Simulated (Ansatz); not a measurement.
System: sum formula H3SiO, charge 0, multiplicity 2. It need not be the lowest isomer of its formula. SMILES: [O][SiH3]
Structure (B3LYP-D3(BJ)/def2-TZVP (Ansatz, a quantum-chemistry and plane-wave program) minimum search):
```xyz
5

O      1.1629    -0.2024    -0.0914
Si    -0.4678     0.0693     0.0351
H     -1.0706    -0.6117     1.2040
H     -1.2030    -0.2867    -1.2002
H     -0.4806     1.5469     0.2355
```
Charge 0, spin multiplicity 2.

Parts of the frozen-core correlation energy in cc-pV(D+d)Z (Ansatz, hartree). Frozen orbitals: 6; correlated occupied orbitals by spin: 7 and 6; virtual: 39 and 40. UHF or UKS for open shells. No spin-orbit coupling. Non-relativistic.

```json
[
 {"term": "reference (HF)", "value": "-365.52340"},
 {"term": "MP2 opposite-spin", "value": "?"},
 {"term": "MP2 same-spin", "value": "-0.04956"},
 {"term": "CCSD correlation", "value": "?"},
 {"term": "(T)", "value": "?"},
 {"term": "CCSDT minus CCSD(T)", "value": "-0.00094"},
 {"term": "T1 diagnostic", "value": "0.020"},
 {"term": "largest doubles amplitude", "value": "0.029"},
 {"term": "<S^2> of the reference", "value": "0.756"}
]
```

Question: Complete the blanks.

Answer: 
- MP2 opposite-spin, value: -0.19398
- CCSD correlation, value: -0.27993
- (T), value: -0.00519
